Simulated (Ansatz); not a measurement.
Input for Ansatz (an electronic-structure program): R-CCSD(T)/cc-pVDZ on F2GaHO (SMILES [OH][Ga]([F])[F]), a point of a torsion scan. The run froze 17 orbitals, filled d shells among them.

Ansatz 0.2 input:
```yaml
crystal:
  periodic: [false, false, false]
  atoms:
    - {symbol: O, position_ang: [1.25498185, -0.33588495, -0.34272946]}
    - {symbol: Ga, position_ang: [-0.41251305, 0.11424297, -0.36486899]}
    - {symbol: F, position_ang: [-1.31140907, 0.18013007, 1.12425917]}
    - {symbol: F, position_ang: [-1.28120124, 0.40084165, -1.82893320]}
    - {symbol: H, position_ang: [1.74824824, -0.11597883, 0.45210697]}
basis:
  gaussian:
    orbitals: cc-pVDZ
magnetization: {spin_polarized: false}
correlation: {method: ccsd_t, electrons: outside_noble_gas}
scf: {lower_state_search: off}
```

Problem. Give the final energy of this run.

Solution. -2198.3081 hartree (reference determinant -2197.6594, T1 diagnostic 0.015).
